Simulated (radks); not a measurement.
Values are calculated unless marked as measured or tabulated.
Numerical settings for neutral chlorine, [Ne] 3s2 3p5. Level of theory: scalar-relativistic Kohn-Sham, PBE, spin-unpolarised, spherical densities, point nucleus (a radial shooting solver on a logarithmic mesh with Libxc functionals). The defaults (mesh step 0.008 in ln r, mesh end at 40 bohr or more with all orbitals vanishing there, Anderson mixing 0.5 over 9 steps, residual threshold near 1e-9 with the energy settled to 1e-9 hartree or 1e-11 of itself, here a cap of 71 iterations) give E = -461.4333 hartree and 3p at -8.595 eV in 13 iterations. Run on one thread of a shared host, so times are rough (Arm Neoverse N1): 0.08 s of CPU time, 0.08 s wall, 13 iterations on 2597 mesh points. Changes against that run (0 stands for a change within the tolerance of the run):

| setting | iterations | converged | E (mhartree) | e(3p) (meV) | CPU (s) |
|---|---|---|---|---|---|
| mesh step in ln r 0.03 | 13 | yes | 0 | 0 | 0.03 |
| mesh step in ln r 0.2 | 71 | no | -2.4e+06 | - | 0.15 |
| mesh step in ln r 0.05 | 13 | yes | -0.000976 | 0 | 0.03 |
| mesh end (bohr) 8 | 13 | yes | +0.244 | +18.3 | 0.08 |
| mesh end (bohr) 3 | 13 | level above zero | +931 | +1.16e+04 | 0.06 |
| residual threshold 0.1 | 9 | yes | 0 | -0.00807 | 0.06 |
| residual threshold 1e-05 | 9 | yes | 0 | -0.00807 | 0.06 |
| mixing 1 | 11 | yes | 0 | 0 | 0.07 |
| linear mixing, mixing 0.5 | 30 | yes | 0 | 0 | 0.15 |
| linear mixing, mixing 0.8 | 32 | yes | 0 | 0 | 0.16 |
| mixing history 3 | 16 | yes | 0 | 0 | 0.09 |
| iteration cap 5 | 5 | no | +0.00771 | +40.5 | 0.03 |

Settled on a wrong energy, with an occupied level pushed above zero by the early mesh end: mesh end (bohr) 3 (+0.931 hartree). Apart from these: no run marked as converged misses the energy by more than 1 mhartree. A mesh that ends early acts as a hard wall.
